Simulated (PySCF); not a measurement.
A structure optimised at PBE0-D3(BJ)/def2-SVP, used in a PySCF frequency run:

```xyz
7

Bi    -0.1003    -0.2643     1.0263
O     -1.4811    -1.8301     0.8559
H     -1.6658    -2.0288    -0.0720
Te    -1.2774     1.7745    -0.6331
H     -0.9481     0.9301    -2.0308
Te     1.6739    -1.0045    -1.0915
H      2.1649    -2.3604    -0.2512
```
Charge 0, spin multiplicity 1.

Task: Write its SMILES and formula.

Result: [OH][Bi]([TeH])[TeH], BiH3OTe2

Task: What are its rotational constants (standard atomic weights)?

Result: 0.86267, 0.44419, 0.31672 GHz
